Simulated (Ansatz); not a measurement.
`CO[SiH](F)[SeH]` + H–F → `F[SiH](F)[SeH]` + CH₃OH at 400 K and 1 bar (ligand exchange at the Si–O bond).

Gas-phase electronic energies from Ansatz, PBE0-D4/def2-TZVP geometries. CBS: MP2 limit from def2 TZ/QZ plus the TZ coupled-cluster correction, frozen cores. This one scheme is used for every species. For Se outer-core shells are correlated without core-valence functions, which leaves a few kJ/mol of doubt a bond. Scalar relativity is left out up to krypton. One conformer a species, not always the lowest.

| species | CCSD(T)/CBS energy (Eh) | H − E (kJ/mol) | S (J/(mol·K)) |
| --- | --- | --- | --- |
| `CO[SiH](F)[SeH]` | -2905.94213 | 200.9 | 411.1 |
| H–F | -100.39570 | 36.5 | 182.2 |
| `F[SiH](F)[SeH]` | -2890.73294 | 87.1 | 354.3 |
| CH₃OH | -115.61712 | 151.2 | 252.6 |

H − E and S are ideal-gas, rigid-rotor, harmonic terms from PBE0-D4/def2-TZVP, for one conformer and one mirror image of each species. 1 Eh = 2625.50 kJ/mol, R = 8.31446 J/(mol·K).

**Question.** By hand: ΔE, ΔH, ΔS and ΔG.

**Answer.** ΔE = (-2890.73294) + (-115.61712) − (-2905.94213) − (-100.39570) = -0.01223 Eh = -32.1 kJ/mol. Δ(H − E) = 87.1 + 151.2 − 200.9 − 36.5 = 0.9, so ΔH = -31.2 kJ/mol. ΔS = 354.3 + 252.6 − 411.1 − 182.2 = 13.6 J/(mol·K). ΔG = -31.2 − 400 × (13.6)/1000 = -36.6 kJ/mol.

**Question.** By hand: the equilibrium constant, and the temperature at which ΔG would vanish if ΔH and ΔS stayed fixed.

**Answer.** log₁₀ K = −ΔG/(RT ln 10) = 4.8. ΔH and −TΔS have one sign here, so there is no such temperature.

The number of gas molecules stays the same, so ΔS is small and ΔH decides. A doubt of 5 kJ/mol in ΔE shifts log₁₀ K by 0.7 here. Other conformers and mirror images would add mixing entropy, several J/(mol·K) or more a flexible species. These are equilibria of isolated gas molecules and say nothing of rates. Largest T1 diagnostic: 0.011 (customary marks: 0.02 for closed shells, 0.045 for open ones).
